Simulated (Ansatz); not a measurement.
Consider the ligand exchange at a Ge–C bond: `[F][Ge]([F])([F])[c]1ccccc1` + H–F → `[F][Ge]([F])([F])[F]` + `c1ccccc1`.

Isolated molecules relaxed with PBE0-D4/def2-TZVP in Ansatz; ΔE leaves out vibrations. CCSD(T)/CBS adds triple-zeta CCSD(T) − MP2 to the extrapolated MP2 energy (def2 sets, frozen cores). This one scheme is used for every species. DFT in def2-TZVPP. B3LYP here is the variant with VWN-RPA as its local correlation; programs differ in this. HSE06 is defined as in plane-wave codes. For Ge outer-core shells are correlated without core-valence functions, which leaves a few kJ/mol of doubt a bond. Scalar relativity is left out up to krypton. Each species was taken in one conformer, which may not be the lowest.

`[F][Ge]([F])([F])[c]1ccccc1`:

Cartesian coordinates in Å:
```
F 2.379 1.566 2.001
Ge 1.140 1.970 0.888
F 0.138 3.066 1.742
F 1.862 2.918 -0.344
C 0.253 0.433 0.195
C -0.281 0.461 -1.091
C -0.934 -0.656 -1.588
C -1.051 -1.796 -0.807
C -0.514 -1.827 0.472
C 0.139 -0.714 0.977
H -0.184 1.348 -1.707
H -1.349 -0.636 -2.589
H -1.560 -2.668 -1.199
H -0.603 -2.721 1.078
H 0.565 -0.744 1.973
```

H–F:

Z-matrix (Å, degrees):
```
F
H 1 0.920
```

`[F][Ge]([F])([F])[F]`:

```xyz
5

F    -0.854   -1.383    0.470
Ge    0.000    0.000    0.000
F     1.268   -0.443   -1.029
F    -1.041    1.058   -0.811
F     0.628    0.768    1.370
```

`c1ccccc1`:

```xyz
12

C     0.747   -0.653   -0.970
C     0.557   -1.241    0.272
C    -0.189   -0.589    1.242
C    -0.747    0.653    0.970
C    -0.557    1.241   -0.272
C     0.189    0.589   -1.242
H     1.330   -1.163   -1.729
H     0.993   -2.211    0.484
H    -0.337   -1.048    2.213
H    -1.330    1.163    1.729
H    -0.993    2.211   -0.484
H     0.337    1.048   -2.213
```

```json
{"level": "LDA (SPW92)", "ΔE (kJ/mol)": "-31.3", "difference from CCSD(T)/CBS": "1.0"}
{"level": "PBE-D4", "ΔE (kJ/mol)": "-32.9", "difference from CCSD(T)/CBS": "-0.6"}
{"level": "revPBE-D4", "ΔE (kJ/mol)": "-30.8", "difference from CCSD(T)/CBS": "1.5"}
{"level": "BLYP-D4", "ΔE (kJ/mol)": "-35.7", "difference from CCSD(T)/CBS": "-3.4"}
{"level": "r2SCAN-D4", "ΔE (kJ/mol)": "-47.1", "difference from CCSD(T)/CBS": "-14.8"}
{"level": "B97M-V", "ΔE (kJ/mol)": "-55.7", "difference from CCSD(T)/CBS": "-23.4"}
{"level": "PBE0-D4", "ΔE (kJ/mol)": "-34.8", "difference from CCSD(T)/CBS": "-2.5"}
{"level": "HSE06-D4", "ΔE (kJ/mol)": "-35.1", "difference from CCSD(T)/CBS": "-2.8"}
{"level": "BHLYP-D4", "ΔE (kJ/mol)": "-42.8", "difference from CCSD(T)/CBS": "-10.5"}
{"level": "CAM-B3LYP-D4", "ΔE (kJ/mol)": "-43.7", "difference from CCSD(T)/CBS": "-11.4"}
{"level": "ωB97X-V", "ΔE (kJ/mol)": "-45.7", "difference from CCSD(T)/CBS": "-13.4"}
{"level": "ωB97M-V", "ΔE (kJ/mol)": "-42.6", "difference from CCSD(T)/CBS": "-10.3"}
{"level": "B2PLYP", "ΔE (kJ/mol)": "-48.3", "difference from CCSD(T)/CBS": "-16.0"}
{"level": "PBE-QIDH", "ΔE (kJ/mol)": "-41.9", "difference from CCSD(T)/CBS": "-9.6"}
{"level": "PBE", "ΔE (kJ/mol)": "-41.8", "difference from CCSD(T)/CBS": "-9.5"}
{"level": "revPBE", "ΔE (kJ/mol)": "-45.9", "difference from CCSD(T)/CBS": "-13.6"}
{"level": "BLYP", "ΔE (kJ/mol)": "-52.5", "difference from CCSD(T)/CBS": "-20.2"}
{"level": "r2SCAN", "ΔE (kJ/mol)": "-50.0", "difference from CCSD(T)/CBS": "-17.7"}
{"level": "PBE0", "ΔE (kJ/mol)": "-43.0", "difference from CCSD(T)/CBS": "-10.7"}
{"level": "B3LYP", "ΔE (kJ/mol)": "-51.9", "difference from CCSD(T)/CBS": "-19.6"}
{"level": "r2SCANh", "ΔE (kJ/mol)": "-49.3", "difference from CCSD(T)/CBS": "-17.0"}
{"level": "r2SCAN0", "ΔE (kJ/mol)": "-48.6", "difference from CCSD(T)/CBS": "-16.3"}
{"level": "HSE06", "ΔE (kJ/mol)": "-43.2", "difference from CCSD(T)/CBS": "-10.9"}
{"level": "BHLYP", "ΔE (kJ/mol)": "-55.9", "difference from CCSD(T)/CBS": "-23.6"}
{"level": "CAM-B3LYP", "ΔE (kJ/mol)": "-52.7", "difference from CCSD(T)/CBS": "-20.4"}
{"level": "LC-ωPBE", "ΔE (kJ/mol)": "-46.3", "difference from CCSD(T)/CBS": "-14.0"}
{"level": "HF/def2-SVP", "ΔE (kJ/mol)": "-57.8", "difference from CCSD(T)/CBS": "-25.5"}
{"level": "MP2/def2-SVP", "ΔE (kJ/mol)": "-49.2", "difference from CCSD(T)/CBS": "-16.9"}
{"level": "CCSD/def2-SVP", "ΔE (kJ/mol)": "-52.6", "difference from CCSD(T)/CBS": "-20.3"}
{"level": "CCSD(T)/def2-SVP", "ΔE (kJ/mol)": "-50.1", "difference from CCSD(T)/CBS": "-17.8"}
{"level": "HF/def2-TZVPP", "ΔE (kJ/mol)": "-70.9", "difference from CCSD(T)/CBS": "-38.6"}
{"level": "MP2/def2-TZVPP", "ΔE (kJ/mol)": "-36.2", "difference from CCSD(T)/CBS": "-3.9"}
{"level": "SCS-MP2/def2-TZVPP", "ΔE (kJ/mol)": "-44.4", "difference from CCSD(T)/CBS": "-12.1"}
{"level": "CCSD/def2-TZVPP", "ΔE (kJ/mol)": "-44.0", "difference from CCSD(T)/CBS": "-11.7"}
{"level": "CCSD(T)/def2-TZVPP", "ΔE (kJ/mol)": "-39.9", "difference from CCSD(T)/CBS": "-7.6"}
{"level": "HF/def2-QZVPP", "ΔE (kJ/mol)": "-74.9", "difference from CCSD(T)/CBS": "-42.6"}
{"level": "MP2/def2-QZVPP", "ΔE (kJ/mol)": "-33.2", "difference from CCSD(T)/CBS": "-0.9"}
{"level": "SCS-MP2/def2-QZVPP", "ΔE (kJ/mol)": "-42.2", "difference from CCSD(T)/CBS": "-9.9"}
{"level": "MP2/CBS(def2)", "ΔE (kJ/mol)": "-28.6", "difference from CCSD(T)/CBS": "3.7"}
{"level": "CCSD/CBS(def2)", "ΔE (kJ/mol)": "-36.4", "difference from CCSD(T)/CBS": "-4.1"}
{"level": "CCSD(T)/CBS", "ΔE (kJ/mol)": "-32.3", "difference from CCSD(T)/CBS": "0"}
```

Largest T1 diagnostic among the species: 0.012.

At CCSD(T), def2-SVP lies −17.8 kJ/mol from the extrapolated value and def2-TZVPP −7.6 kJ/mol. From BLYP to BHLYP (50 % exact exchange), in def2-TZVPP and without D4, ΔE moves by −3.3 kJ/mol. The D4 term adds +14.1 kJ/mol with B3LYP and +8.3 kJ/mol with PBE0; it sums over pairs of atoms, weighted by their polarisabilities, and B3LYP, whose exchange is more repulsive, gets the larger term.
